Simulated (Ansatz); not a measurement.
C3H10Si2 (`[SiH3]/C=C/C[SiH3]`). Total charge 0; spin multiplicity 1.

Cartesian coordinates in Å:
```
Si 1.635 0.275 2.266
C 0.895 0.639 0.608
C -0.368 0.341 0.296
C -1.016 0.562 -1.024
Si -1.148 -1.057 -1.986
H 2.113 1.519 2.931
H 0.603 -0.368 3.123
H 2.806 -0.638 2.149
H 1.508 1.120 -0.155
H -0.994 -0.144 1.046
H -2.031 0.956 -0.902
H -0.449 1.276 -1.629
H -1.903 -0.844 -3.251
H -1.861 -2.074 -1.168
H 0.211 -1.563 -2.307
```

(1) Give the diagnostics of a CCSD(T)/def2-TZVPP run (frozen core, Ansatz). (Best estimate.)

Answers

(1) The calculation gave: T1 = 0.0116, largest single amplitude 0.013, largest double 0.063, (T) share of the correlation energy 3.9 %, 9 CCSD cycles. The RHF solution is stable towards an unrestricted one. T1 lies under the customary mark of 0.02 for closed shells.
